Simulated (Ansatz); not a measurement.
The same path of FH5Si2 + H4OSi (14 atoms, charge 0, multiplicity 1) was run 3 times with different band settings. Lost on the way: Si1–F2, H6–O7. Made: Si1–O7, F2–H6.

Method: RHF/def2-SVP (Ansatz).

Relaxed end points:

```xyz
14
Properties=species:S:1:pos:R:3
Si -1.553 -0.770 1.315
F -1.066 -1.979 0.331
H -2.262 -1.427 2.435
H -2.518 0.050 0.554
Si 0.327 0.456 2.065
H 0.203 -1.087 -1.073
O 0.466 -0.177 -1.098
Si 0.954 0.532 -2.511
H 0.120 0.777 3.502
H 0.473 1.727 1.323
H 1.551 -0.368 1.942
H 2.136 -0.162 -3.073
H -0.127 0.500 -3.523
H 1.297 1.929 -2.191
```

```xyz
14
Properties=species:S:1:pos:R:3
Si -1.032 0.236 0.425
F 2.291 -0.928 0.263
H -2.166 -0.712 0.293
H -1.579 1.611 0.306
Si 0.081 -0.045 2.496
H 1.582 -0.642 -0.234
O 0.017 -0.018 -0.863
Si -0.006 0.156 -2.523
H -0.904 0.312 3.550
H 1.239 0.870 2.593
H 0.498 -1.451 2.688
H 1.278 -0.356 -3.036
H -1.133 -0.618 -3.087
H -0.167 1.585 -2.868
```

Common settings: spring 5.0 eV/Å²; optimiser quadratic models (default); start path through a guess of the saddle point; force threshold 0.05 eV/Å; iteration limit 60; end points relaxed.

| run | movable images | climbing image |
| --- | --- | --- |
| 1 | 9 | yes |
| 2 | 3 | no |
| 3 | 4 | no |

Task: What does each run give, and how far can it be trusted?

Result: Run 1: converged after 32 iterations, highest image 1.648 eV above the first end. Neighbouring images differ by up to 1.3 eV, so the band resolves the path poorly. A vibrational analysis at the climbing image gives one clearly imaginary mode, 755i cm⁻¹: a first-order saddle point.
Run 2: converged after 22 iterations, highest image 0.257 eV above the first end. No image climbed, so the highest image needn't sit at the top of the path. A band with more images between the same ends climbed to 1.65 eV, so this one has probably stepped over the top. So few images can step over the top or miss a turn of the path.
Run 3: converged after 14 iterations, highest image 0.439 eV above the first end. No image climbed, so the highest image needn't sit at the top of the path. A band with more images between the same ends climbed to 1.65 eV, so this one has probably stepped over the top.
The orbitals stay closed-shell, which can raise the energy where a bond breaks towards radicals; this wasn't checked here.
